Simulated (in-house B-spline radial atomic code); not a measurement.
Computed with a B-spline radial atomic code. Model: two electrons, singlet ground state, non-relativistic, full CI in B-splines with partial waves to l = 8 (at full coupling up to 3e-4 hartree above the limit, correlation up to 0.6 % small), density held at that of full coupling by Lieb maximisation.

W(λ) is the mean repulsion in the state of coupling λ less the Hartree energy of the fixed density. Its start is exact exchange, its initial slope is twice the second-order Görling-Levy correlation energy, and its area from 0 to 1 is E_xc. A straight curve means weak, dynamic correlation, and a curve that drops fast and flattens means strong correlation.

Command:
```bash
python run_ac.py task.json out
```
Settings (lengths in bohr, energies in hartree):
```
potential              yukawa
strength               1.59
lmax                   8
second                 0.216
```

Cost of the run: 61 s on 1 thread of Intel(R) Xeon(R) Processor @ 2.30GHz, with other jobs on the host.

**W = mean repulsion less Hartree energy, and W of three functionals.**

Given: confinement screened point charge; nuclear charge 1.59; screening of the nucleus 0.216 1/bohr; external potential -Z exp(-k r)/r.

Computed: LDA exchange minus exact 98.659 millihartree; SCAN exchange minus exact -7.4273 millihartree.

```
coupling  W xc (hartree)  W xc minus exchange (millihartree)  kinetic minus Kohn-Sham (millihartree)  LDA (PW92) W minus its exchange (millihartree)  PBE W minus its exchange (millihartree)  SCAN W minus its exchange (millihartree)
       0         -0.7393                                   0                                       0                                               0                                        0                                         0
    0.02        -0.74131                              -2.008                                    0.02                                          -11.04                                    -1.66                                      -1.8
    0.05        -0.74428                              -4.973                                    0.12                                          -22.27                                    -4.18                                     -4.41
    0.12        -0.75098                             -11.676                                    0.69                                          -41.87                                   -10.09                                    -10.22
    0.25               ?                                   ?                                       ?                                               ?                                        ?                                         ?
     0.4        -0.77508                              -35.78                                    6.86                                          -92.07                                   -32.43                                    -30.69
     0.6        -0.79002                             -50.721                                   14.31                                         -116.97                                   -46.77                                    -43.28
     0.8        -0.80338                             -64.081                                   23.63                                         -137.31                                   -59.83                                    -54.58
       1        -0.81539                             -76.085                                   34.42                                         -154.59                                   -71.75                                    -64.83
     1.4        -0.83604                             -96.738                                   59.06                                         -182.91                                   -92.72                                    -82.74
       2        -0.86062                             -121.31                                  100.51                                          -215.4                                  -118.59                                   -104.76
       3               ?                                   ?                                       ?                                               ?                                        ?                                         ?
     4.5        -0.91944                             -180.14                                  281.45                                            -294                                   -186.8                                   -161.86
```

Problem. What belongs in the row 0.25?

Solution. W xc (hartree): -0.76268; W xc minus exchange (millihartree): -23.375; kinetic minus Kohn-Sham (millihartree): 2.85; LDA (PW92) W minus its exchange (millihartree): -68.55; PBE W minus its exchange (millihartree): -20.78; SCAN W minus its exchange (millihartree): -20.21.

Problem. What belongs in the row 3?

Solution. W xc (hartree): -0.89025; W xc minus exchange (millihartree): -150.94; kinetic minus Kohn-Sham (millihartree): 173.65; LDA (PW92) W minus its exchange (millihartree): -254.36; PBE W minus its exchange (millihartree): -151.59; SCAN W minus its exchange (millihartree): -132.65.

Problem. What is the PBE exchange minus exact?

Solution. 1.8689 millihartree.

**Energy parts, natural occupations and partial-wave weights.**

Computed: total energy -1.0843 hartree; exchange energy -0.7393 hartree; kinetic part of the DFT correlation energy 0.034416 hartree; initial slope twice GL2 -0.10106 hartree; kinetic part over minus potential part 0.45233; Hartree energy 1.4786 hartree; Lieb Oxford ratio E_xc over LDA exchange 1.219.

```json
{"natural": "s", "occupation of the shell (electrons)": "1.9693"}
{"natural": "s", "occupation of the shell (electrons)": "0.017555"}
{"natural": "p", "occupation of the shell (electrons)": "0.011918"}
{"natural": "d", "occupation of the shell (electrons)": "?"}
{"natural": "p", "occupation of the shell (electrons)": "0.00036203"}
{"natural": "s", "occupation of the shell (electrons)": "0.00023383"}
```

Problem. What belongs in the row d?

Solution. occupation of the shell (electrons): 0.00044712.

| wave | weight |
| --- | --- |
| s | 0.99355 |
| p | 0.0061566 |
| d | ? |
| f | 3.2873e-05 |
| g | 7.3806e-06 |

Problem. What belongs in the row d?

Solution. weight: 0.00024984.

Problem. What is the correlation energy?

Solution. -0.041669 hartree.

Problem. What is the Kohn-Sham kinetic?

Solution. 1.5756 hartree.

Half-way to full coupling W has made 57 % of its drop, against 50 % for a straight line, and second-order (GL2) theory, half the initial slope, overshoots the correlation energy by about 21 %: a moderate bend, as in light atoms. Over couplings 0 to 1 the errors in E_xc come to about +43 millihartree for LDA, +5.1 millihartree for PBE, -1.4 millihartree for SCAN, so SCAN is nearest. In LDA and SCAN the errors of exchange and correlation have opposite signs, so the sum is smaller than the larger of the two.
